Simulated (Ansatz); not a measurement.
CH7BSn, SMILES `B[CH2][SnH3]`, relaxed with RKS PBE0-D4/def2-TZVP in the Gaussian-basis code of Ansatz from a PBE-D4/def2-SVP geometry. The force threshold is 0.005 eV/Å; the program also tests the step.

The species carries charge 0 and has multiplicity 1. Sn: def2 effective core potential.

Start:

```xyz
10

B     1.201   -0.459    0.857
C     0.918    0.105   -0.531
Sn   -1.302    0.241   -0.266
H     1.335    0.291    1.809
H     1.201   -1.664    1.051
H     1.021   -0.548   -1.420
H     1.179    1.159   -0.750
H    -1.690    1.515    0.828
H    -1.976   -1.253    0.269
H    -1.887    0.614   -1.847
```

(1) How much energy does the relaxation release, and in how many steps? (Best estimate.)

(2) Which bonds change most? (Estimate.)

(3) Give the relaxed structure. (An estimate is asked.)

Results:

(1) Computed: 0.05 eV, in 28 steps.

(2) Computed: C2–Sn3 from 2.240 to 2.206 Å; Sn3–H10 from 1.727 to 1.704 Å; B1–H4 from 1.221 to 1.200 Å; B1–H5 from 1.220 to 1.200 Å.

(3) Ansatz gave: 
```xyz
10

B     1.142   -0.676    0.711
C     0.934    0.314   -0.415
Sn   -1.266    0.284   -0.252
H     1.217   -0.299    1.847
H     1.136   -1.856    0.493
H     1.114   -0.003   -1.442
H     1.184    1.362   -0.255
H    -1.767    1.878    0.080
H    -1.819   -0.753    0.984
H    -1.875   -0.250   -1.752
```
